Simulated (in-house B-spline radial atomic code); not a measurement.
A fraction x of an electron is removed from 4f in Yb VI (Yb5+), starting from [Kr] 4d10 4f12 5s2 5p5 and keeping the highest spin. Method: scalar-relativistic (X2C) LDA exchange-only, spin-polarised, spherical fractional occupations, Fermi nucleus of rms radius 5.3108 fm. Calculated with an all-electron radial atomic-structure program (B-spline basis).

```json
{"x": "0", "E(x) - E(0) (eV)": "0.0000", "4f down level (eV)": "-71.917"}
{"x": "0.08", "E(x) - E(0) (eV)": "5.8268", "4f down level (eV)": "-73.755"}
{"x": "0.24", "E(x) - E(0) (eV)": "17.9241", "4f down level (eV)": "-77.470"}
{"x": "0.31", "E(x) - E(0) (eV)": "?", "4f down level (eV)": "?"}
{"x": "0.46", "E(x) - E(0) (eV)": "?", "4f down level (eV)": "?"}
{"x": "0.5", "E(x) - E(0) (eV)": "38.8625", "4f down level (eV)": "-83.617"}
{"x": "0.53", "E(x) - E(0) (eV)": "41.3818", "4f down level (eV)": "-84.335"}
{"x": "0.63", "E(x) - E(0) (eV)": "49.9354", "4f down level (eV)": "-86.740"}
{"x": "0.77", "E(x) - E(0) (eV)": "62.3166", "4f down level (eV)": "-90.140"}
{"x": "0.97", "E(x) - E(0) (eV)": "80.8355", "4f down level (eV)": "-95.062"}
{"x": "1", "E(x) - E(0) (eV)": "83.6985", "4f down level (eV)": "-95.806"}
```

(1) What belongs in the row x = 0.31?

(2) What belongs in the row x = 0.46?

(3) Check Janak's theorem between x = 0.08 and 0.24.

Results:

(1) An energy change of 23.4044 eV; 4f down at -79.112 eV.

(2) An energy change of 35.5370 eV; 4f down at -82.663 eV.

(3) The slope of the energy is 75.61 eV; the orbital levels give 75.61 eV (-ε of the emptying orbital, averaged over the two points).
